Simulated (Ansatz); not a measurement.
Reaction (hydrogenolysis of the In–S bond): `[SiH3][O][In]([SH])[O][SiH3]` + H₂ → `[SiH3][O][InH][O][SiH3]` + H₂S

Isolated molecules relaxed with PBE0-D4/def2-TZVP in Ansatz; ΔE leaves out vibrations. CBS: MP2 limit from def2 TZ/QZ plus the TZ coupled-cluster correction, frozen cores. This one scheme is used for every species. DFT in def2-TZVPP. def2 core potentials past Kr. For In outer-core shells are correlated without core-valence functions, which leaves a few kJ/mol of doubt a bond. One conformer a species, not always the lowest.

`[SiH3][O][In]([SH])[O][SiH3]`:

Z-matrix (Å, degrees):
```
Si
O 1 1.633
H 1 1.492 2 111.3
H 1 1.489 2 111.0 3 120.4
H 1 1.487 2 108.9 3 -119.7
In 2 1.963 1 136.8 3 -32.1
O 6 1.968 2 115.6 1 -7.1
S 6 2.343 2 123.1 1 172.9
Si 7 1.633 6 136.9 2 -6.7
H 8 1.345 6 91.8 2 179.7
H 9 1.487 7 108.9 6 -151.8
H 9 1.489 7 111.1 6 88.3
H 9 1.492 7 111.3 6 -32.1
```

H₂:

Z-matrix (Å, degrees):
```
H
H 1 0.746
```

`[SiH3][O][InH][O][SiH3]`:

```xyz
12

Si    0.265    1.212    1.725
O    -0.205    1.847    0.301
In   -0.449    1.305   -1.576
O    -0.212   -0.641   -1.759
Si   -0.008   -1.959   -0.823
H    -0.890    0.625    2.460
H     0.865    2.286    2.564
H     1.286    0.140    1.538
H    -0.809    2.353   -2.841
H    -0.572   -3.146   -1.523
H     1.435   -2.208   -0.553
H    -0.705   -1.814    0.488
```

H₂S:

Cartesian coordinates in Å:
```
S 0.494 -0.340 -0.153
H 0.020 0.140 1.006
H -0.514 0.201 -0.853
```

```csv
level,ΔE (kJ/mol)
ωB97X-V,52.3
HF/CBS(def2),42.1
```

What does CCSD(T)/CBS give? (Estimate.)

The calculation gave: +61.9 kJ/mol. The listed levels differ from it by -9.6, -19.8 kJ/mol.

Largest T1 diagnostic among the species: 0.015.

The D4 term adds +6.4 kJ/mol with B3LYP and +3.8 kJ/mol with PBE0; it sums over pairs of atoms, weighted by their polarisabilities, and B3LYP, whose exchange is more repulsive, gets the larger term. In def2-TZVPP, CCSD(T) changes the Hartree–Fock value by +13.6 kJ/mol (the triples alone add +5.2 kJ/mol) and MP2 by +23.7 kJ/mol.

B3LYP here is the variant with VWN-RPA as its local correlation; programs differ in this.
